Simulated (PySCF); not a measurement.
Gas-phase reaction: 3 GeH2F2 → GeH2 + 4 H + 2 GeF3

Method: PySCF energies plus ideal-gas RRHO corrections (1 bar). † marks an energy on the PBE0/def2-TZVP geometry and frequencies; other levels use their own. CCSD(T) freezes the core. 6-31G* has spherical d functions here. Open shells (unrestricted): H (multiplicity 2), GeF3 (multiplicity 2); the rest are closed-shell singlets. B3LYP is the form with VWN-RPA correlation. Ge: all electrons, no relativistic terms. GeH2F2, GeH2, GeF3: computed as isolated molecules; such fragments, hydroxides, amides, oligomers or adducts are transient or little studied in the gas. CCSD(T) isn't extrapolated to the basis-set limit; its ΔH°(298 K) is 1293.0 kJ in def2-SVP and 1331.5 kJ in def2-TZVPP. The harmonic model lacks anharmonicity and excited electronic states, which grow with temperature; levels with a mode under 35 cm⁻¹ are left out.

ΔH° and ΔS° at 298 K: B3LYP/6-31G* 1262 kJ, 449 J/K; B3LYP/def2-TZVP† 1286 kJ, 447 J/K; CCSD(T)/def2-SVP† 1293 kJ, 447 J/K; CCSD(T)/def2-TZVPP† 1332 kJ, 447 J/K; HF/def2-TZVP† 1068 kJ, 447 J/K.

Problem. With the heat capacities included, give log10 K (1 bar) at 500, 600, 1000, 1800, 2000 K from B3LYP/6-31G*, B3LYP/def2-TZVP†, CCSD(T)/def2-SVP†, CCSD(T)/def2-TZVPP†, HF/def2-TZVP†.

Solution. 
| T (K) | B3LYP/6-31G* | B3LYP/def2-TZVP† | CCSD(T)/def2-SVP† | CCSD(T)/def2-TZVPP† | HF/def2-TZVP† |
|---|---|---|---|---|---|
| 500 | -108.0 | -110.7 | -111.4 | -115.4 | -87.9 |
| 600 | -85.8 | -88.1 | -88.7 | -92.0 | -69.1 |
| 1000 | -41.2 | -42.6 | -43.0 | -45.0 | -31.2 |
| 1800 | -11.4 | -12.2 | -12.4 | -13.6 | -5.9 |
| 2000 | -7.7 | -8.4 | -8.6 | -9.6 | -2.7 |
